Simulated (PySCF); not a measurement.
## [Nd(NH3)8]3+ at several levels of theory

Computed with PySCF 2.14.0 (density fitting, no spin-orbit coupling) at the geometry relaxed with PBE:

```xyz
33
[Nd(NH3)8]3+ (singlet in the valence; each metal's 4f electrons, 3 of them, lie in its core potential, out of spins and levels)
Nd    0.0000    0.0000    0.0007
N     2.2455    0.0560    1.4835
H     2.0951   -0.0111    2.5059
H     2.9206   -0.7063    1.2994
H     2.8243    0.9085    1.3907
N    -0.0560    2.2455    1.4835
H     0.0111    2.0951    2.5059
H     0.7063    2.9206    1.2994
H    -0.9085    2.8243    1.3907
N    -2.2455   -0.0560    1.4835
H    -2.0951    0.0111    2.5059
H    -2.9206    0.7063    1.2994
H    -2.8243   -0.9085    1.3907
N     0.0560   -2.2455    1.4835
H    -0.0111   -2.0951    2.5059
H    -0.7063   -2.9206    1.2994
H     0.9085   -2.8243    1.3907
N     1.5506    1.6250   -1.4830
H     2.5664    1.5674   -1.2950
H     1.4959    1.4651   -2.5047
H     1.3538    2.6371   -1.3968
N    -1.6250    1.5506   -1.4830
H    -1.5674    2.5664   -1.2950
H    -1.4651    1.4959   -2.5047
H    -2.6371    1.3538   -1.3968
N    -1.5506   -1.6250   -1.4830
H    -2.5664   -1.5674   -1.2950
H    -1.4959   -1.4651   -2.5047
H    -1.3538   -2.6371   -1.3968
N     1.6250   -1.5506   -1.4830
H     1.5674   -2.5664   -1.2950
H     1.4651   -1.4959   -2.5047
H     2.6371   -1.3538   -1.3968
```

```csv
level,basis,state,HOMO (eV),gap (eV),charge on Nd1 (e),population of f-type functions on Nd1 (polarisation alone where 4f lies in the core),dipole about the centre of mass (D),largest force component (eV/Å)
PBE,"Nd lcecp-1-SVP with ECP49, N def2-SVP, H def2-SVP",singlet,-18.29,6.28,0.54,0.04,0.01,0.00
M06-L,the same,singlet,-18.76,6.98,1.04,0.03,0.05,0.40
r2SCAN,the same,singlet,-18.68,6.88,0.84,0.04,0.01,0.31
wB97X,the same,singlet,-22.47,13.41,0.78,0.04,0.01,0.38
PBE,"Nd lcecp-1-TZVP with ECP49, N def2-TZVP, H def2-TZVP",singlet,-18.39,6.26,1.64,0.05,0.01,0.33
```

In the lcecp rows the 4f levels are missing from HOMO and gap, and the state counts the valence alone.

Charges are Mulliken's, which hang on the basis. The relaxation used the grid (50, 194), these runs (75, 302) or, all-electron (x2c bases, spin-free X2C Hamiltonian), (99, 590).

Task: What does CAM-B3LYP with Nd lcecp-1-SVP with ECP49, N def2-SVP, H def2-SVP give here?

Result: state singlet, HOMO (eV) -21.37, gap (eV) 11.34, charge on Nd1 (e) 0.76, population of f-type functions on Nd1 (polarisation alone where 4f lies in the core) 0.04, dipole about the centre of mass (D) 0.01, largest force component (eV/Å) 0.36. Time: 51 s on 8 threads of AMD EPYC 7R43 64-Core Processor (Zen 3), with other jobs on the host, from an already converged density.

In the first row's basis the gap widens with exact exchange: 6.3 to 7.0 eV for PBE, r2SCAN, M06-L (none); 11.3 to 13.4 eV for CAM-B3LYP, wB97X (rising or full at long range).

No frequency check is given that shows the relaxed geometry to be a minimum. An lcecp potential fixes the number of 4f electrons, so in runs with it no electron can move into or out of that shell.
